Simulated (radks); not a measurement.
Tc2+, configuration [Kr] 4d4.5 5p0.5 (fractional occupations, a model configuration). Method: non-relativistic Kohn-Sham, TPSS, spin-polarised, spherical densities, point nucleus; open shells are filled with parallel spins first (spin-orbit coupling, left out, can overturn this in heavy ions); meta-GGA in the generalised Kohn-Sham scheme; relativity is left out, which matters for an element this heavy; computed with a radial shooting solver on a logarithmic mesh with Libxc functionals.

Local quantities along the radius. ELF = 1/(1 + alpha^2) is the electron localisation function; alpha = (tau - tau_W)/tau_unif compares the Pauli kinetic energy density with that of the uniform gas (summed over spins).

```
   r/bohr * ELF (the largest magnitude, 1, reaches the edge; | marks zero)
 0.001166 |                                                      *
 0.001347 |                                                      *
 0.001555 |                                                      *
 0.001796 |                                                      *
 0.002074 |                                                      *
 0.002415 |                                                      *
 0.002789 |                                                      *
 0.003221 |                                                      *
  0.00372 |                                                      *
 0.004296 |                                                      *
 0.004961 |                                                      *
  0.00573 |                                                      *
 0.006617 |                                                      *
 0.007642 |                                                      *
 0.008897 |                                                      *
  0.01027 |                                                      *
  0.01187 |                                                      *
   0.0137 |                                                      *
  0.01583 |                                                     *
  0.01828 |                                                     *
  0.02111 |                                                    *
  0.02438 |                                                   *
  0.02815 |                                               *
  0.03278 |                                        *
  0.03785 |                              *
  0.04371 |                     *
  0.05048 |                *
   0.0583 |                *
  0.06733 |                     *
  0.07776 |                             *
  0.08981 |                                    *
   0.1037 |                                        *
   0.1207 |                                         *
   0.1394 |                                     *
    0.161 |                            *
    0.186 |                  *
   0.2148 |               *
   0.2481 |                    *
   0.2865 |                               *
   0.3309 |                                       *
   0.3821 |                                          *
   0.4448 |                                        *
   0.5137 |                                *
   0.5933 |                 *
   0.6852 |         *
   0.7913 |             *
   0.9139 |                              *
    1.055 |                                         *
    1.219 |                                          *
    1.408 |                                        *
    1.639 |                                *
    1.893 |                       *
    2.186 |              *
    2.524 |        *
    2.915 |     *
    3.367 |    *
    3.888 |   *
     4.49 |   *
    5.186 |  *
    6.037 |*
    6.972 *
    8.052 *
    9.299 *
```

On this mesh the ELF has minima near r = 0.050, 0.21, 0.69 bohr, which separate the shells, and maxima near 0.12 (0.76), 0.38 (0.78), 1.2 (0.79).
